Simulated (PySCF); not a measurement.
Static response to an electric field

Species: C12H14O2.
Geometry (PBE0-D3(BJ)/def2-SVP, Å), atoms numbered from 1 in this order:
```xyz
28
C12H14O2 angstrom
C     -4.4124    1.4284   -0.0408
C     -3.0497    1.2218   -0.6344
O     -2.5600    1.8902   -1.5064
O     -2.4255    0.1877   -0.0518
C     -1.1036   -0.1176   -0.5021
C     -0.8289   -1.5725   -0.1899
C      0.5305   -1.9684   -0.7460
C      1.6273   -0.9925   -0.3958
C      2.9677   -1.3827   -0.5084
C      4.0044   -0.4986   -0.2333
C      3.7084    0.8066    0.1608
C      2.3817    1.2046    0.2762
C      1.3300    0.3200    0.0066
C     -0.0941    0.7837    0.1867
H     -4.3059    1.7923    0.9923
H     -4.9593    0.4764    0.0040
H     -4.9648    2.1657   -0.6335
H     -1.0645    0.0543   -1.5907
H     -1.6243   -2.2011   -0.6180
H     -0.8569   -1.7131    0.9041
H      0.8063   -2.9766   -0.3991
H      0.4652   -2.0394   -1.8472
H      3.1959   -2.4061   -0.8205
H      5.0428   -0.8253   -0.3268
H      4.5128    1.5138    0.3764
H      2.1458    2.2277    0.5826
H     -0.2079    1.8146   -0.1809
H     -0.3410    0.7996    1.2638
```

Level: B3LYP/def2-SVPD (PySCF), static field, nuclei fixed, core orbitals frozen in the response. The polarisability tensor in these axes (au):

```
x   185.59  -6.99  -0.10
y    -6.99 144.18   8.43
z    -0.10   8.43 103.51
```

Question: Diagonalise the tensor; give its mean and Δα, where Δα² is half the sum of the squared differences of the eigenvalues.

Answer: Principal values 101.81, 144.70 and 186.76 au; mean 144.42 au = 21.40 Å³ = 23.81 × 10⁻⁴⁰ C²·m²/J; Δα = 73.57 au (51 % of the mean).

Question: What is the dipole moment, and where does it point?

Answer: (-0.47, -1.51, 1.35) D, 2.08 D in size, pointing from the negative to the positive side. Measured along this direction, the outermost atoms are H25 and O3 at the negative end and H20 at the positive end.

Question: Give the eigenvalues of the traceless quadrupole moment Θ = ½Σq(3rr − r²1), origin at the centre of nuclear charge.

Answer: -16.58, 5.34, 11.24 D·Å. The values depend on the origin, since the dipole doesn't vanish. The electronic extent ⟨r²⟩ about the same centre is 3442 bohr², a root-mean-square distance of 3.07 Å for the 102 electrons.

Question: Rayleigh depolarisation ratio (linearly polarised light, static tensor)?

Answer: ρ = 3Δα²/(45ᾱ² + 4Δα²) = 16236.5/(938613 + 21648.7) = 0.0169.

Question: Give the principal axes and the span of the nuclei along them.

Answer: Largest value along (0.99, -0.17, -0.02), where the nuclei span 10.36 Å; middle along (0.17, 0.97, 0.20), 5.44 Å; least along (-0.02, -0.20, 0.98), 3.05 Å. The response follows the extents in order.

One conformer (not necessarily the lowest) at the PBE0-D3(BJ)/def2-SVP geometry, without solvent, vibrations or thermal averaging.

These values come from a run that also computed excited states. Hardware: 2 threads, Intel Xeon 6975P-C (x86_64) (shared host). Cost: 89 s wall, 3.2 min CPU, 2.3 GiB resident at most.
